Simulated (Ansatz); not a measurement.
All values below come from frozen-core CCSD(T)/cc-pVTZ // r2SCAN-D4/def2-TZVP (Ansatz, a program for electronic structure).

Ansatz 0.2 input:
```yaml
crystal:
  periodic: [false, false, false]
  atoms:
    - { symbol: N, position_ang: [2.184388, -0.045927, -0.000253] }
    - { symbol: C, position_ang: [0.868822, -0.063323, -0.355261] }
    - { symbol: N, position_ang: [-0.057544, 0.355273, 0.408717] }
    - { symbol: C, position_ang: [-1.397194, 0.3263, -0.11416] }
    - { symbol: O, position_ang: [-2.207152, -0.57089, 0.625838] }
    - { symbol: H, position_ang: [2.822363, -0.644586, -0.49495] }
    - { symbol: H, position_ang: [2.387922, 0.130913, 0.971567] }
    - { symbol: H, position_ang: [0.68971, -0.429047, -1.377026] }
    - { symbol: H, position_ang: [-1.810644, 1.344351, -0.064293] }
    - { symbol: H, position_ang: [-1.448219, -0.022844, -1.156767] }
    - { symbol: H, position_ang: [-2.03245, -0.380224, 1.556588] }
basis:
  gaussian: { orbitals: cc-pVTZ }
correlation:
  method: ccsd_t
```

Output:

```
Functional definition: HF
1360 factors; integrals over basis functions are off by at most 1.2e-3 eV
mean field evaluation 1: about -7154.1202 eV, gradient 4.4e1 eV
mean field evaluation 2: about -7154.4050 eV, gradient 4.4e1 eV
mean field evaluation 4: about -7158.4619 eV, gradient 4.4e0 eV
mean field evaluation 8: about -7158.5298 eV, gradient 4.0e-1 eV
mean field evaluation 16: about -7154.1184 eV, gradient 4.4e1 eV
mean field -7158.53116326 eV, -263.0711680232 hartree, gradient 6.8e-6 eV, S^2 0.000000; 0 other end points of the search recorded, 0 dependent functions left out
5 core orbitals not correlated
reference -7158.53116326 eV, -263.0711680232 hartree; 15, 15 occupied and 214, 214 virtual orbitals, 1360 factors
second order -26.84744131 eV of doubles, -0.00000000 eV of singles
cycle   1  -26.74461756 eV  change    1.0e-1 eV  update   1.1e-1
cycle   2  -27.37821384 eV  change   -6.3e-1 eV  update   3.2e-2
cycle   3  -27.52597174 eV  change   -1.5e-1 eV  update   1.7e-2
cycle   4  -27.51001717 eV  change    1.6e-2 eV  update   4.2e-3
cycle   5  -27.50881352 eV  change    1.2e-3 eV  update   2.2e-3
cycle   6  -27.51002518 eV  change   -1.2e-3 eV  update   6.9e-4
cycle   7  -27.50959051 eV  change    4.3e-4 eV  update   2.7e-4
cycle   8  -27.50940939 eV  change    1.8e-4 eV  update   1.0e-4
cycle   9  -27.50943590 eV  change   -2.7e-5 eV  update   5.2e-5
cycle  10  -27.50944887 eV  change   -1.3e-5 eV  update   2.3e-5
perturbative correction -1.16324271 eV, -0.0427483812 hartree
Total energy: -7187.20385484 eV, -264.1248700038 hartree
```

Cost: about 8 core-minutes (a rough figure).
